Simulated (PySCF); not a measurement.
## How methods differ on the ionisation energy of S²⁺

S²⁺ [Ne] 3s2 3p2 (3P) → S³⁺ [Ne] 3s2 3p1 (2P), as a difference of total energies. Calculation: PySCF 2.14, in x2c-TZVPPall with one added diffuse shell each of s, p, d type (6s6p4d1f, 51 functions); the spin-free X2C one-electron Hamiltonian (Gaussian nucleus). Correlated levels: valence: [Ne] frozen; valence and next inner shell: 1s2 frozen. The calculations carry no spin-orbit coupling.

| method | ionisation energy (eV) |
| --- | --- |
| UHF | 34.148 |
| LDA | 34.874 |
| PBE | 34.833 |
| PBE0 | 34.871 |
| r2SCAN | 35.016 |
| M06-2X | 34.661 |
| B3LYP | 34.829 |
| TPSSh | 34.910 |
| PW91 | 34.913 |
| MP2 (valence) | 34.625 |
| SCS-MP2 (valence) | 34.529 |
| MP2 (valence and next inner shell) | 34.646 |
| SCS-MP2 (valence and next inner shell) | 34.545 |

Question: How much does correlation contribute at MP2 (valence and next inner shell)?

Answer: 34.646 − (34.148) = 0.498 eV, measured against UHF.

A first-order spin-orbit estimate (lowest level to lowest level, LS coupling) adds -0.009 eV.

Errors of the correlated levels include the incompleteness of this basis and the frozen core.

For comparison: 34.86 ± 0.04 eV (semi-empirical (NIST evaluation); NIST Atomic Spectra Database, ionization energies).
